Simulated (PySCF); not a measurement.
Screening by computed properties: pick the candidate that meets the target.

Species are written as SMILES; each is one conformer at its optimised geometry, gas phase (atoms past krypton carry core potentials, spin–orbit coupling is left out); the electronic structure was computed with PySCF and density fitting.

Dipoles, sizes and rotational constants follow the conformer. The torsions of the flexible species, by atom-mapped SMILES:
- `[CH3:1][O:2][C:3](=[O:4])[O:5][CH3:6]`: C1–O2–C3–O4 0°, O2–C3–O5–C6 180°
- `[CH3:1][CH2:2][S:3][CH3:4]`: C1–C2–S3–C4 -70°

The conformers of `C[C@@H]1COC[C@H](C)O1` aren't listed.

Task: Wanted: smallest rotational constant below 3 GHz (PBE0-D3(BJ)/def2-SVP) and vertical ionisation energy below 11 eV (ΔSCF PBE0/def2-SVPD), at PBE0-D3(BJ)/def2-SVP geometries. Which candidate meets both?
A. `[F][Pb]([F])([F])[F]` (PbF4)
B. `[Cl][Al-]1([Cl])[Cl+][Al-]([Cl])([Cl])[Cl+]1` (Al2Cl6)
C. `S(CC)C` (C3H8S)
D. `COC(=O)OC` (C3H6O3)

Result: D. Computed values:
```csv
species,smallest rotational constant,vertical ionisation energy
[Cl][Al-]1([Cl])[Cl+][Al-]([Cl])([Cl])[Cl+]1 (Al2Cl6),0.328 GHz,11.16 eV
COC(=O)OC (C3H6O3),1.996 GHz,10.95 eV
[F][Pb]([F])([F])[F] (PbF4),2.448 GHz,14.49 eV
S(CC)C (C3H8S),3.184 GHz,8.50 eV
```

Task: Wanted: HOMO energy between -9 eV and -8 eV (PBE0/def2-SVPD) and static isotropic polarisability below 70 au (PBE0/def2-SVPD), at PBE0-D3(BJ)/def2-SVP geometries. Which candidate meets both?
A. `CCSC` (C3H8S)
B. `[Cl][Sc]` (ScCl)
C. `[F][Pb]([F])([F])[F]` (PbF4)
D. `O(C(OC)=O)C` (C3H6O3)
E. `C[C@@H]1COC[C@H](C)O1` (C6H12O2)
F. `[Cl][Al-]1([Cl])[Cl+][Al-]([Cl])([Cl])[Cl+]1` (Al2Cl6)

Result: D. Computed values:
```
                                              species  HOMO energy  static isotropic polarisability
                          [F][Pb]([F])([F])[F] (PbF4)    -12.29 eV                          41.6 au
[Cl][Al-]1([Cl])[Cl+][Al-]([Cl])([Cl])[Cl+]1 (Al2Cl6)     -9.58 eV                         121.5 au
                                 O(C(OC)=O)C (C3H6O3)     -8.58 eV                          49.5 au
                      C[C@@H]1COC[C@H](C)O1 (C6H12O2)     -6.90 eV                          80.3 au
                                         CCSC (C3H8S)     -6.29 eV                          60.8 au
                                      [Cl][Sc] (ScCl)     -4.98 eV                         117.7 au
```

Task: Wanted: HOMO–LUMO gap above 6.6 eV (PBE0/def2-SVPD) and lowest triplet excitation (Tamm–Dancoff) above 6.7 eV (TDA PBE0/def2-SVPD), at PBE0-D3(BJ)/def2-SVP geometries. Which candidate meets both?
A. `[Cl][Al-]1([Cl])[Cl+][Al-]([Cl])([Cl])[Cl+]1` (Al2Cl6)
B. `S(CC)C` (C3H8S)
C. `[F][Pb]([F])([F])[F]` (PbF4)
D. `COC(=O)OC` (C3H6O3)

Result: A. Computed values:
```csv
species,HOMO–LUMO gap,lowest triplet excitation (Tamm–Dancoff)
[F][Pb]([F])([F])[F] (PbF4),6.33 eV,3.90 eV
S(CC)C (C3H8S),6.93 eV,5.04 eV
[Cl][Al-]1([Cl])[Cl+][Al-]([Cl])([Cl])[Cl+]1 (Al2Cl6),8.24 eV,6.84 eV
COC(=O)OC (C3H6O3),9.12 eV,6.65 eV
```
